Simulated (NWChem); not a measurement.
C$_{2}$H$_{6}$OSi$_{2}$; SMILES O[Si@@H]1C=C[SiH2]1

```xyz
11

O     -0.3529     2.2648    -0.4326
Si     0.0087     0.8612     0.4302
C      1.5001    -0.2013    -0.0659
C      0.9792    -1.4571    -0.2138
Si    -0.9070    -1.2688    -0.0317
H     -0.4930     2.1273    -1.3859
H      0.0583     1.3419     1.8523
H      2.5795     0.0241    -0.1652
H      1.6015    -2.3532    -0.4028
H     -1.6444    -1.4576    -1.3359
H     -1.5785    -2.1446     0.9977
```
Atoms are numbered in this order, from 1.

Program: NWChem. Pople sets run with spherical d functions. All runs use the structure optimised with PBE-D3(BJ)/def2-SVP. Total energies compare along this basis series because the functional is fixed.

```json
[
 {"level": "B3LYP/STO-3G", "basis functions": "39", "energy (Ha)": "-725.2923", "highest occupied level (eV)": "-3.85", "orbital gap (eV)": "7.13", "dipole (D)": "0.98"},
 {"level": "B3LYP/3-21G", "basis functions": "65", "energy (Ha)": "-730.1287", "highest occupied level (eV)": "-7.13", "orbital gap (eV)": "(withheld)", "dipole (D)": "1.60"},
 {"level": "B3LYP/6-31G*", "basis functions": "90", "energy (Ha)": "-734.0202", "highest occupied level (eV)": "-7.10", "orbital gap (eV)": "6.36", "dipole (D)": "1.55"},
 {"level": "B3LYP/6-31+G*", "basis functions": "110", "energy (Ha)": "-734.0324", "highest occupied level (eV)": "-7.32", "orbital gap (eV)": "6.15", "dipole (D)": "1.61"},
 {"level": "B3LYP/6-311G**", "basis functions": "142", "energy (Ha)": "-734.1281", "highest occupied level (eV)": "-7.28", "orbital gap (eV)": "6.21", "dipole (D)": "1.53"},
 {"level": "B3LYP/6-311++G**", "basis functions": "168", "energy (Ha)": "-734.1328", "highest occupied level (eV)": "-7.35", "orbital gap (eV)": "6.10", "dipole (D)": "1.59"}
]
```

Question: Fill in the missing entries.

Answer: 
- B3LYP/3-21G, orbital gap (eV): 6.51
